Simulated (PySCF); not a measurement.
Compound: C₂H₁₀OPSi₃ (doublet state).
Structure used (GFN2-xTB), in Å, numbered top down from 1:
```xyz
17
C2H10OPSi3 angstrom
C      0.2580   -1.9883    2.2244
C      0.5577   -1.7412    1.0073
Si    -0.0082   -0.1576   -0.0184
Si    -1.8713    0.8335    1.0096
P     -0.5165   -1.1488   -2.0156
Si     1.9186    1.1000   -0.4828
O      1.7573    1.7482   -1.9669
H     -0.3015   -1.5032    2.9932
H      1.1559   -2.4081    0.4001
H     -1.4510    1.8986    1.9238
H     -2.6573   -0.1299    1.7873
H     -2.8007    1.4366    0.0466
H     -1.1956   -0.0421   -2.4953
H     -1.6867   -1.7436   -1.5828
H      3.1695    0.3341   -0.4152
H      2.0311    2.3106    0.3212
H      1.6337    1.2130   -2.7462
```

The hyperfine couplings belong to this conformer and change with its torsions.

As a line formula: `[H]/[C]=C\[Si@]([SiH3])(P)[SiH2]O` [radical].

Computed with PySCF, UKS B3LYP, pcH-1 on C H O P Si, non-relativistic, mean-field spin-orbit, GIAO. Geometry: GFN2-xTB, one conformer, isolated molecule. The geometry wasn't refined by DFT: couplings that depend on bond lengths, twists or pyramidal angles can differ widely from those at the functional's own minimum. Stability of the SCF solution: not tested.

Principal values of hyperfine tensors in MHz (contact, dipolar and spin–orbit terms together), for some of the nuclei:

```
atom  isotope       A1       A2       A3
  H9       1H   132.59   133.58   150.19
 Si3     29Si  -158.03  -106.82  -106.42
  H8       1H    27.01    49.91    93.13
  C2      13C   -47.32   -29.60   -12.61
 H13       1H     3.47     4.32     5.57
 Si4     29Si     2.68     3.02     3.58
 H14       1H     1.29     1.84     4.11
  O7      17O    -3.53    -0.56    -0.52
```

Question: Split each tensor into its isotropic and traceless parts, and turn a_iso into mT with g = 2.0022.

Answer: a_iso = (A1 + A2 + A3)/3, Ti = Ai − a_iso; 1 mT corresponds to 28.024 MHz. The tensors hold a spin–orbit part: the run splits a_iso into a_FC + a_SO, and T includes its anisotropic share.

```json
{"atom": "H9", "a_iso (MHz)": "138.79", "a_FC": "138.80", "a_SO": "-0.01", "a_iso (mT)": "4.953", "T1": "-6.20", "T2": "-5.21", "T3": "11.40"}
{"atom": "Si3", "a_iso (MHz)": "-123.75", "a_FC": "-123.99", "a_SO": "0.23", "a_iso (mT)": "-4.416", "T1": "-34.27", "T2": "16.94", "T3": "17.33"}
{"atom": "H8", "a_iso (MHz)": "56.68", "a_FC": "56.69", "a_SO": "0.00", "a_iso (mT)": "2.023", "T1": "-29.67", "T2": "-6.77", "T3": "36.44"}
{"atom": "C2", "a_iso (MHz)": "-29.84", "a_FC": "-29.83", "a_SO": "-0.01", "a_iso (mT)": "-1.065", "T1": "-17.48", "T2": "0.25", "T3": "17.23"}
{"atom": "H13", "a_iso (MHz)": "4.45", "a_FC": "4.45", "a_SO": "0.00", "a_iso (mT)": "0.159", "T1": "-0.99", "T2": "-0.13", "T3": "1.12"}
{"atom": "Si4", "a_iso (MHz)": "3.09", "a_FC": "3.09", "a_SO": "0.01", "a_iso (mT)": "0.110", "T1": "-0.41", "T2": "-0.07", "T3": "0.49"}
{"atom": "H14", "a_iso (MHz)": "2.42", "a_FC": "2.41", "a_SO": "0.00", "a_iso (mT)": "0.086", "T1": "-1.13", "T2": "-0.57", "T3": "1.70"}
{"atom": "O7", "a_iso (MHz)": "-1.54", "a_FC": "-1.54", "a_SO": "0.00", "a_iso (mT)": "-0.055", "T1": "-2.00", "T2": "0.98", "T3": "1.02"}
```

Question: What spin density at the nucleus of C2 lies behind its contact coupling (g_N = 1.40482)?

Answer: a_FC = 800.24 MHz bohr³ × g_N × ρ(0)/(2S). With a_FC = -29.83 MHz and 2S = 1, ρ(0) = -0.02654 bohr⁻³.

Question: C1 (13C, g_N = 1.40482) isn't in the table. Its spin density at the nucleus is 0.2587 bohr⁻³. What is its contact coupling?

Answer: By the same relation, a_FC = 290.8 MHz. The spin–orbit term adds -0.14 MHz. Its full tensor has the principal values 214.51, 234.30, 423.18 MHz.

Question: Which nucleus of the table has the largest anisotropic coupling, and what is its form?

Answer: H8: -29.7, -6.8, 36.4 MHz, rhombic: the two smaller values differ by 63 % of the largest.

Question: In a single crystal, with the field along each principal axis of the tensor of Si3 in turn, what first-order splitting does this nucleus give (isotropic g, quadrupole terms neglected)?

Answer: 2 lines (I = 1/2), spaced by |A_i|/(g × 13.996): 5.64, 3.81, 3.80 mT along the axes of A1, A2 and A3.
